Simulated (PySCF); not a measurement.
A GIAO shielding run with PySCF 2.14.0 with density-fitted response routines (density fitting, non-relativistic, gas phase) on SMILES [SiH2]1[Si@H](C(N)=O)C[C@@H]1C[SiH3], C₄H₁₃NOSi₃:

```
$ OMP_NUM_THREADS=1 python probes_run.py task.json out

{"job": {"kind": "nmr", "xc": "PBE0", "basis": "pcSseg-1"}, "charge": 0, "multiplicity": 1}
N      3.185908     0.681210     1.032797
C      3.303394    -0.079553    -0.078032
O      4.382611    -0.476782    -0.472449
Si     1.702526    -0.614793    -0.991257
C      0.155489     0.504378    -0.716008
C     -0.928847    -0.580446    -0.520993
C     -2.035973    -0.179911     0.447000
Si    -2.975845     1.393209    -0.070163
Si     0.170859    -2.106313    -0.061104
H      2.300965     1.057417     1.320141
H      4.016383     0.970698     1.527950
H      2.095015    -0.725012    -2.402137
H     -0.096675     1.199014    -1.515659
H      0.235023     1.101556     0.195378
H     -1.390605    -0.773149    -1.495592
H     -1.610753    -0.046228     1.445134
H     -2.744728    -1.007901     0.528644
H     -3.382910     1.274467    -1.472079
H     -4.158178     1.549033     0.780325
H     -2.129767     2.579240     0.091720
H     -0.284714    -3.356401    -0.676999
H      0.180411    -2.344349     1.390863
```

Hardware: 1 thread of an Intel Xeon, shared host. The job also computes population analyses, field gradients, ring-centre shieldings.

Q: How large is the calculation?

A: 94 electrons, 239 basis functions and 1306 auxiliary functions.

Q: How long does it take, and how much memory does it need?

A: 3 min of wall time, with 15 SCF cycles and 5 response iterations; peak memory 1 GiB. Times on a shared host scatter by some tens of per cent.
